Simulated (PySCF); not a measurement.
BrCl: from constants to spectrum

RHF-CCSD(T) constants of BrCl, ¹Σ⁺ (singlet), closed shell (Br x2c-TZVPPall, Cl x2c-TZVPPall; spin-free X2C with a Gaussian nucleus (PySCF 2.14); masses 78.9183 and 34.9689 u):

```
ωe            : 437.5 cm⁻¹
ωexe          : 1.83 cm⁻¹
Be            : 0.15001 cm⁻¹
αe            : 0.000765 cm⁻¹
De to Br + Cl : 2.18 eV
```

(1) What force constant and bond length do these constants imply?

(2) Estimate the centrifugal constant D from the Kratzer relation and find the Dunham coefficient a1.

Measured values (Huber and Herzberg, Constants of Diatomic Molecules (1979)): ωe = 444.276 cm⁻¹, ωexe = 1.843 cm⁻¹, Be = 0.1524695 cm⁻¹.

Correlated steps freeze 14 core orbitals. Where the molecule has an RHF reference, its open-shell atoms are computed with UHF.

Answers

(1) Reduced mass μred = 24.232 u; k = 5.8918×10⁻⁷·μred·ωe² (u, cm⁻¹, mdyn/Å) = 2.73 mdyn/Å; Re = √(16.8576/(μred·Be)) (u, cm⁻¹, Å) = 2.154 Å.

(2) D = 4Be³/ωe² = 7.05e-08 cm⁻¹; a1 = −1 − αeωe/(6Be²) = -3.48.
